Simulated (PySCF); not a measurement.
## Shifts of the heteroatoms

Structure with atom numbers: `[CH3:1][C:2](=[O:3])[NH:4][Si@H:5]1[CH:6]=[CH:7][CH2:8][O:9]1`; H(Xn) means a hydrogen on atom n. Ha(C8) is cis to N4 on the ring; Hb(C8) is trans to N4 on the ring.

[PySCF 2.14.0 with density-fitted response routines: shielding tensors at PBE0/pcSseg-1 (GIAO); coordinates at the GFN2-xTB level; gas phase; a single conformation; averaged over atoms made equivalent by symmetry, fast rotation or ring inversion; no relativistic terms]

**Question.** What are the 29Si shifts?

**Answer.** 
```
atoms                                         environment  σ (ppm)  δ (ppm)
  Si5  silicon bonded to C, N, O, H, in a 5-membered ring    359.6    -15.6
```

Shieldings were converted by a linear fit to measured shifts: 29Si: δ = 279.94 − 0.822σ (rms 8.9 ppm, 72 shifts, 25.8 ppm with the 6 outliers that the fit left out vs TMS, solution or neat liquid). Occasional misses reach two or three times the rms, and more in compound classes unlike the fitted ones.

On a 600 MHz spectrometer 29Si resonates near 119.2 MHz, so 1 ppm is 119.2 Hz.

**Question.** What are the 15N shifts?

**Answer.** 
```
atoms          environment  σ (ppm)  δ (ppm)
   N4  amide-type nitrogen    130.4   -268.2
```

Shieldings were converted by a linear fit to measured shifts: 15N: δ = -148.07 − 0.921σ (rms 6.3 ppm, 71 shifts vs CH3NO2, solution or neat liquid). Occasional misses reach two or three times the rms, and more in compound classes unlike the fitted ones.

On a 300 MHz spectrometer 15N resonates near 30.4 MHz, so 1 ppm is 30.4 Hz.

**Question.** What are the 17O shifts?

**Answer.** 
| atoms | environment | σ (ppm) | δ (ppm) |
| --- | --- | --- | --- |
| O3 | amide-type carbonyl oxygen | -109.5 | 366.4 |
| O9 | oxygen bonded to C, Si, in a 5-membered ring | 299.1 | -5.7 |

Shieldings were converted by a linear fit to measured shifts: 17O (scatter 10.7 ppm rms, 12.2 ppm with the 3 outliers that the fit left out vs liquid water, solution or neat liquid). A few per cent of atoms miss by over 2 rms, more outside the fitted compound classes.

On a 600 MHz spectrometer 17O resonates near 81.3 MHz, so 1 ppm is 81.3 Hz.

Hydrogen bonding in solution shields acid and N–H amide carbonyl oxygens by tens of ppm.
